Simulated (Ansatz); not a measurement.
Stepwise reaction of `[NH2][Hf]([Cl])([Cl])[Cl]` with hydrogen fluoride, as a gas-phase model of exchange steps in deposition or etching. ΔE in kJ/mol.

Isolated molecules relaxed with PBE0-D4/def2-TZVP in Ansatz; ΔE leaves out vibrations. CCSD(T)/CBS adds triple-zeta CCSD(T) − MP2 to the extrapolated MP2 energy (def2 sets, frozen cores). This one scheme is used for every species. Functionals use def2-TZVPP. B3LYP here is the variant with VWN-RPA as its local correlation; programs differ in this. Elements past krypton have def2 core potentials. For Hf outer-core shells are correlated without core-valence functions, which leaves a few kJ/mol of doubt a bond. Each species was taken in one conformer, which may not be the lowest.

```tsv
step	reaction	PBE-D4	B3LYP-D4	ωB97M-V	CCSD(T)/CBS
1	`[NH2][Hf]([Cl])([Cl])[Cl]` + H–F → `[NH2][Hf]([F])([Cl])[Cl]` + HCl	-22.6	-22.6	-22.8	-12.7
2	`[NH2][Hf]([F])([Cl])[Cl]` + H–F → `[NH2][Hf]([F])([F])[Cl]` + HCl	-19.6	-20.1	-19.5	-10.7
```

(1) Give the row of step 3, `[NH2][Hf]([F])([F])[Cl]` + H–F → `[NH2][Hf]([F])([F])[F]` + HCl. (Estimate.)

(2) By hand: ΔE of the 3 steps together at CCSD(T)/CBS.

## Answers

(1) Computed: 
| step | reaction | PBE-D4 | B3LYP-D4 | ωB97M-V | CCSD(T)/CBS |
| --- | --- | --- | --- | --- | --- |
| 3 | `[NH2][Hf]([F])([F])[Cl]` + H–F → `[NH2][Hf]([F])([F])[F]` + HCl | -16.5 | -17.5 | -16.2 | -8.8 |

(2) (-12.7) + (-10.7) + (-8.8) = -32.2 kJ/mol, or -10.7 kJ/mol a step.

In ΔE the steps differ by no more than 3.9 kJ/mol. All are downhill at CCSD(T)/CBS. PBE-D4 differs from CCSD(T)/CBS by -9.9 to -7.7 kJ/mol a step. Isolated molecules leave out the surface, adducts and barriers. Largest T1 diagnostic: 0.016.
